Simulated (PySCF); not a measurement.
Compound: H9NSi3.
Cartesian coordinates in Å at the PBE0-D3(BJ)/def2-SVP level; atoms count from 1:
```
atom  x, y, z in Å
Si1    0.2233    1.5988    0.5454
N2    -0.0488   -0.0475   -0.0091
Si3   -1.6826   -0.5868   -0.3717
Si4    1.2649   -1.2149    0.0462
H5    -0.7602    2.5015   -0.1233
H6     0.0560    1.7394    2.0263
H7     1.6167    2.0027    0.1928
H8    -2.4523    0.5570   -0.9446
H9    -1.6137   -1.7065   -1.3570
H10   -2.4064   -1.0770    0.8435
H11    1.3806   -1.8836    1.3805
H12    1.0194   -2.2676   -0.9838
H13    2.5494   -0.5074   -0.2342
```

Theory: core-valence-separated Tamm–Dancoff BHandHLYP/aug-pcX-1 (pcseg-1 on H, def2-SVPD on Si) in PySCF, non-relativistic, gas phase, PBE0-D3(BJ)/def2-SVP geometry. No empirical shift is added; at this level the pattern usually sits a few eV under experiment.

The lowest roots of each edge with f over 0.003 (five at most, numbered afresh; weaker and dark ones are left out), with transition dipoles (au) in the frame of the coordinates:

```tsv
root	edge	E (eV)	μx	μy	μz
1	N	400.16	-0.0318	0.0284	0.0004
2	N	400.17	-0.0272	-0.0305	-0.0131
3	N	400.26	-0.0085	-0.0095	0.0402
4	N	400.49	-0.0395	0.0129	-0.0048
5	N	400.49	0.0110	0.0384	0.0115
```

Question: What are the oscillator strengths?

Answer: f = (2/3) ΔE |μ|², with ΔE in hartree (27.2114 eV):

```tsv
root	ΔE (Eh)	|μ|² (au)	f	core hole on
1	14.7057	0.001818	0.018	N2
2	14.7059	0.001842	0.018	N2
3	14.7094	0.001779	0.017	N2
4	14.7177	0.001750	0.017	N2
5	14.7178	0.001728	0.017	N2
```

Question: Molecules are fixed in this frame and the field points along (1, 0, −1)/√2. What effective strengths 3 f cos²θ do the roots have (θ between field and μ)?

Answer: root 1 (N2): 0.015, root 2 (N2): 0.003, root 3 (N2): 0.035, root 4 (N2): 0.018, root 5 (N2): 0.000. Root 3 is the strongest. Averaged over all orientations cos²θ is 1/3, which gives f back. For degenerate partners only the sum has meaning, as the program may mix them freely.

